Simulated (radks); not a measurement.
Results of a calculation; reference values are marked as such.
Successive ionisation energies (eV) of one element, from differences of total energies of ions in their ground configurations, starting at charge 0: 6.854, 16.659, 28.083, 40.808, 54.584, 69.240, 125.86, 144.00, 162.18, 187.38, 207.28, 227.08, 274.26, 298.13, 545.48, 597.08, 650.06, 704.34, 759.77, 834.18, 894.16, 955.41. Level of theory: non-relativistic Kohn-Sham, TPSS, spin-polarised, spherical densities, point nucleus; open shells are filled with parallel spins first (spin-orbit coupling, left out, can overturn this in heavy ions); meta-GGA in the generalised Kohn-Sham scheme; relativity is left out, which matters for an element this heavy (a radial shooting solver on a logarithmic mesh with Libxc functionals). Which element is it?

Answer. Molybdenum (Z = 42). The first species listed is Mo in [Kr] 4d5 5s1, the last Mo21+ in [Ar] 3d3.
